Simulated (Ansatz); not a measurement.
`NB(S)O[SiH3]` + CH₃OH → `COB(N)O[SiH3]` + H₂S  (ligand exchange at a B–S bond)

Computed with Ansatz on PBE0-D4/def2-TZVP structures; ΔE is electronic, products minus reactants. CBS: MP2 limit from def2 TZ/QZ plus the TZ coupled-cluster correction, frozen cores. This one scheme is used for every species. One conformer a species, not always the lowest.

```json
{"level": "HF/def2-TZVPP", "ΔE (eV)": "-0.79"}
{"level": "CCSD/def2-TZVPP", "ΔE (eV)": "-0.69"}
```

(1) What does CCSD(T)/CBS give? (An estimate is asked.)

Largest T1 diagnostic among the species: 0.012.

Answers

(1) Ansatz gave: -0.63 eV. The listed levels differ from it by -0.16, -0.06 eV.

From PBE to PBE0 (25 % exact exchange), in def2-TZVPP and without D4, ΔE moves by −0.04 eV. In def2-TZVPP, CCSD(T) changes the Hartree–Fock value by +0.13 eV (the triples alone add +0.03 eV) and MP2 by +0.18 eV.
